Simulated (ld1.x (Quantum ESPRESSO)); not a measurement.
# Mn, PAW: configuration errors across variants

* Element: Mn (Z = 25)
* Generator: ld1.x (Quantum ESPRESSO) 7.5
* Type: PAW
* Functional: LDA (PZ)
* Relativity: scalar-relativistic
* Frozen core: [Ne]
* Valence charge: 15
* Reference configuration: 3s2 3p6 3d5.5 4s1.5 4p0
* Partial waves: 3s (bound): rcut 1.15, rcutus 1.20 bohr; 4s (bound): rcut 1.15, rcutus 1.20 bohr; 3p (bound): rcut 1.60, rcutus 1.80 bohr; 4p (bound, empty): rcut 1.60, rcutus 1.80 bohr; 3d (bound): rcut 1.25, rcutus 1.75 bohr; 3d channel at 1 Ry: rcut 1.25, rcutus 1.75 bohr
* Local potential: all-electron potential smoothed inside 1.25 bohr (lloc = -1)
* Core correction: a·sin(br)/r model core inside 0.65 bohr
* Augmentation charge: BESSEL, radius 0.80 bohr

All-electron excitation energies from the reference (eV): (1) 3s2 3p6 3d5 4s2 4p0 0.505; (2) 3s2 3p6 3d5 4s1 4p0 9.159; (3) 3s2 3p6 3d5 4s0 4p0 25.036; (4) 3s2 3p6 3d5 4s1 4p1 4.430; (5) 3s2 3p5 3d5 4s2 4p0 62.400; (6) 3s1 3p6 3d5 4s2 4p0 93.557; (7) 3s2 3p6 3d5.5 4s1.5 4p0 spin -4.108; (8) 3s2 3p6 3d5 4s2 4p0 spin -4.549.

Spin tests fill each open shell by Hund’s rule, majority spin first.

The overlap operator is not positive definite (basis up to 400 Ry) in “base”, “all radii but the core radius scaled by about 0.76 (s 0.92, p 1.36, d 1.32 bohr, rcut 0.88/1.22/0.94); local potential all-electron potential smoothed inside 0.94 bohr (lloc = -1); augmentation BESSEL, radius 0.60 bohr”, “all radii but the core radius scaled by about 0.87 (s 1.04, p 1.56, d 1.52 bohr, rcut 1.00/1.40/1.08); local potential all-electron potential smoothed inside 1.08 bohr (lloc = -1); augmentation BESSEL, radius 0.70 bohr”, “all radii but the core radius scaled by about 0.92 (s 1.10, p 1.66, d 1.62 bohr, rcut 1.06/1.48/1.16); local potential all-electron potential smoothed inside 1.16 bohr (lloc = -1); augmentation BESSEL, radius 0.74 bohr”, “all radii but the core radius scaled by about 1.04 (s 1.26, p 1.88, d 1.82 bohr, rcut 1.20/1.68/1.30); local potential all-electron potential smoothed inside 1.30 bohr (lloc = -1); augmentation BESSEL, radius 0.84 bohr”, “all radii but the core radius scaled by about 1.20 (s 1.44, p 2.16, d 2.10 bohr, rcut 1.38/1.92/1.50); local potential all-electron potential smoothed inside 1.50 bohr (lloc = -1); augmentation BESSEL, radius 0.96 bohr”, “all radii but the core radius scaled by about 1.28 (s 1.54, p 2.30, d 2.24 bohr, rcut 1.48/2.06/1.60); local potential all-electron potential smoothed inside 1.60 bohr (lloc = -1); augmentation BESSEL, radius 1.02 bohr”, “all radii but the core radius scaled by about 1.38 (s 1.66, p 2.48, d 2.42 bohr, rcut 1.58/2.20/1.72); local potential all-electron potential smoothed inside 1.72 bohr (lloc = -1); augmentation BESSEL, radius 1.10 bohr”. Such files are unfit for use, however small their errors in these radial tests.

Tests that are not counted but printed errors over 1 eV. “base”: 3s2 3p6 3d4 4s2 4p1 (solver errors, printed error -3.0 eV). “all radii but the core radius scaled by about 1.20 (s 1.44, p 2.16, d 2.10 bohr, rcut 1.38/1.92/1.50); local potential all-electron potential smoothed inside 1.50 bohr (lloc = -1); augmentation BESSEL, radius 0.96 bohr”: 3s2 3p6 3d5 4s1 4p1 (solver errors, printed error -2.5 eV); 3s2 3p6 3d4 4s2 4p1 (solver errors, printed error -2.8 eV). “all radii but the core radius scaled by about 1.38 (s 1.66, p 2.48, d 2.42 bohr, rcut 1.58/2.20/1.72); local potential all-electron potential smoothed inside 1.72 bohr (lloc = -1); augmentation BESSEL, radius 1.10 bohr”: 3s2 3p6 3d5 4s2 4p0 (solver errors, printed error -2653 eV).

Errors AE − PS in meV (a dash: test not solved or not reliable):

| change | (1) | (2) | (3) | (4) | (5) | (6) | (7) | (8) | bound ghosts |
| --- | --- | --- | --- | --- | --- | --- | --- | --- | --- |
| base | -6.6 | -3.4 | -1.6 | +445 | -251 | -246 | -82 | -121 | not determined (overlap not positive) |
| all radii but the core radius scaled by about 0.76 (s 0.92, p 1.36, d 1.32 bohr, rcut 0.88/1.22/0.94); local potential all-electron potential smoothed inside 0.94 bohr (lloc = -1); augmentation BESSEL, radius 0.60 bohr | +0.7 | 0.0 | -1.2 | +0.4 | -16 | -8.1 | +6.3 | +11 | not determined (overlap not positive) |
| all radii but the core radius scaled by about 0.87 (s 1.04, p 1.56, d 1.52 bohr, rcut 1.00/1.40/1.08); local potential all-electron potential smoothed inside 1.08 bohr (lloc = -1); augmentation BESSEL, radius 0.70 bohr | – | – | – | – | – | – | – | – | not determined (overlap not positive) |
| all radii but the core radius scaled by about 0.92 (s 1.10, p 1.66, d 1.62 bohr, rcut 1.06/1.48/1.16); local potential all-electron potential smoothed inside 1.16 bohr (lloc = -1); augmentation BESSEL, radius 0.74 bohr | 0.0 | -1.1 | -3.9 | – | – | – | – | – | not determined (overlap not positive) |
| all radii but the core radius scaled by about 1.04 (s 1.26, p 1.88, d 1.82 bohr, rcut 1.20/1.68/1.30); local potential all-electron potential smoothed inside 1.30 bohr (lloc = -1); augmentation BESSEL, radius 0.84 bohr | -0.4 | -1.3 | -2.6 | +935 | – | – | – | – | not determined (overlap not positive) |
| all radii but the core radius scaled by about 1.20 (s 1.44, p 2.16, d 2.10 bohr, rcut 1.38/1.92/1.50); local potential all-electron potential smoothed inside 1.50 bohr (lloc = -1); augmentation BESSEL, radius 0.96 bohr | +0.8 | +1.9 | +2.4 | – | +40 | -80 | -0.1 | +2.7 | not determined (overlap not positive) |
| all radii but the core radius scaled by about 1.28 (s 1.54, p 2.30, d 2.24 bohr, rcut 1.48/2.06/1.60); local potential all-electron potential smoothed inside 1.60 bohr (lloc = -1); augmentation BESSEL, radius 1.02 bohr | – | – | – | – | – | – | – | – | not determined (overlap not positive) |
| all radii but the core radius scaled by about 1.38 (s 1.66, p 2.48, d 2.42 bohr, rcut 1.58/2.20/1.72); local potential all-electron potential smoothed inside 1.72 bohr (lloc = -1); augmentation BESSEL, radius 1.10 bohr | – | – | – | – | – | – | – | – | not determined (overlap not positive) |

(1) Give the same row for: all radii but the core radius scaled by about 1.09 (s 1.32, p 1.96, d 1.92 bohr, rcut 1.26/1.74/1.36); local potential all-electron potential smoothed inside 1.36 bohr (lloc = -1); augmentation BESSEL, radius 0.88 bohr.

Results:

(1) -1.5, -0.7, -0.5, -0.3, -51, -81, -0.3, -1.1; bound ghosts: none.
